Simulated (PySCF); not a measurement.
This PySCF input asks for the NMR shieldings of `c1ccc(Sc2ccncc2)cc1`, C11H9NS; the geometry comes from PBE0-D3(BJ)/def2-SVP.

```python
import basis_set_exchange as bse
import numpy as np
from pyscf import gto, dft
from pyscf.prop import nmr

atoms = """
C     3.098204   -1.147238    0.719430
C     2.524015   -0.041232    1.346109
C     1.524675    0.685675    0.702823
C     1.092864    0.297008   -0.569046
S    -0.161577    1.237216   -1.405665
C    -1.650686    0.511433   -0.798650
C    -2.861872    1.068579   -1.229137
C    -4.050913    0.511416   -0.769816
N    -4.115438   -0.526704    0.061936
C    -2.960312   -1.048013    0.464434
C    -1.707201   -0.579467    0.073088
C     1.671308   -0.808153   -1.199926
C     2.673417   -1.528699   -0.552743
H     3.883527   -1.713988    1.225059
H     2.858627    0.260564    2.341343
H     1.068689    1.555142    1.181151
H    -2.877507    1.923646   -1.909109
H    -5.006885    0.936882   -1.097283
H    -3.022015   -1.902981    1.148434
H    -0.798736   -1.057457    0.442350
H     1.326604   -1.097746   -2.194895
H     3.124284   -2.393112   -1.045717
"""
names = dict.fromkeys(["C", "S", "N", "H"], "pcSseg-1")
basis = {el: gto.basis.parse(bse.get_basis(n, elements=[el], fmt="nwchem")) for el, n in names.items()}
mol = gto.M(atom=atoms, basis=basis, charge=0, verbose=0)
mf = dft.RKS(mol, xc="PBE0")
mf.grids.level = 2
mf.grids.alignment = dft.numint.BLKSIZE   # the property module wants whole blocks of grid points
mf.conv_tol = 1e-9
mf.kernel()

calc = nmr.RKS(mf)   # GIAO
C = mf.mo_coeff
Co = C[:, mf.mo_occ > 0]
resp = mf.gen_response(singlet=True, hermi=2)
def vind(x):   # induced exchange potential for any number of trial vectors
    d = np.einsum("pi,xij,qj->xpq", C, 2 * x.reshape(-1, C.shape[1], Co.shape[1]), Co, optimize=True)
    return np.einsum("xpq,pi,qj->xij", resp(d - d.transpose(0, 2, 1)), C, Co, optimize=True).ravel()
mo1, _ = nmr.rhf.solve_mo1(calc, with_cphf=vind)
sigma = calc.kernel(mo1)
for i, s in enumerate(sigma):   # ppm
    w = np.linalg.eigvalsh((s + s.T) / 2)
    print("%2d %-2s iso %8.1f  s11 %8.1f  s22 %8.1f  s33 %8.1f" % (i, mol.atom_pure_symbol(i), w.mean(), *w))
```

Question: Give the expected output.

Answer: 
```
 0 C  iso     47.9  s11    -63.8  s22     29.5  s33    177.9
 1 C  iso     48.5  s11    -62.4  s22     34.5  s33    173.4
 2 C  iso     39.5  s11    -68.2  s22     31.0  s33    155.8
 3 C  iso     48.2  s11    -57.1  s22     47.0  s33    154.5
 4 S  iso    395.9  s11    268.8  s22    348.5  s33    570.4
 5 C  iso     24.5  s11    -62.5  s22    -15.8  s33    151.8
 6 C  iso     60.5  s11    -46.0  s22     62.7  s33    164.8
 7 C  iso     30.1  s11    -78.1  s22     26.7  s33    141.7
 8 N  iso    -79.0  s11   -379.5  s22   -160.8  s33    303.2
 9 C  iso     28.8  s11    -81.3  s22     26.7  s33    141.0
10 C  iso     61.7  s11    -44.5  s22     54.9  s33    174.8
11 C  iso     39.6  s11    -68.7  s22     32.2  s33    155.4
12 C  iso     48.6  s11    -62.2  s22     34.5  s33    173.4
13 H  iso     23.6  s11     20.5  s22     24.2  s33     26.0
14 H  iso     23.6  s11     20.3  s22     23.9  s33     26.6
15 H  iso     23.5  s11     19.3  s22     21.8  s33     29.4
16 H  iso     24.2  s11     20.9  s22     22.1  s33     29.7
17 H  iso     22.8  s11     18.9  s22     22.6  s33     26.9
18 H  iso     23.0  s11     18.6  s22     22.1  s33     28.3
19 H  iso     25.5  s11     20.3  s22     22.6  s33     33.7
20 H  iso     23.4  s11     19.3  s22     21.9  s33     29.2
21 H  iso     23.6  s11     20.2  s22     24.0  s33     26.5
```

These numbers come from an equivalent density-fitted implementation of the same equations, which agrees with the script to about 0.01 ppm for H and up to a few tenths of a ppm for heavy atoms, so last digits may differ.

Question: Turn these shieldings into chemical shifts. Shifts are taken against calculated references (same method and geometry level): ¹³C (184.41 ppm), ¹H (31.27 ppm) against TMS; ³³S (495.66 ppm) against CS2; NH3 for ¹⁵N (265.67 ppm).

Answer: Averaging equivalent atoms: C 5: 159.9; C 7/9: 154.9; C 2/11: 144.8; C 0: 136.5; C 3: 136.3; C 1/12: 135.9; C 6/10: 123.3; S 4: 100; N 8: 344.7; H 17/18: 8.38; H 15/20: 7.81; H 14/21: 7.69; H 13: 7.69; H 16/19: 6.39 ppm. Experimental scales use liquid or dissolved standards, which lie at an offset from isolated NH3 (liquid NH3: subtract about 20 ppm). Unscaled 15N shifts of sp2 nitrogen often come out too high even then, by a few to some tens of ppm.

Size and cost of the density-fitted run: 273 basis functions; peak memory 2 GiB.
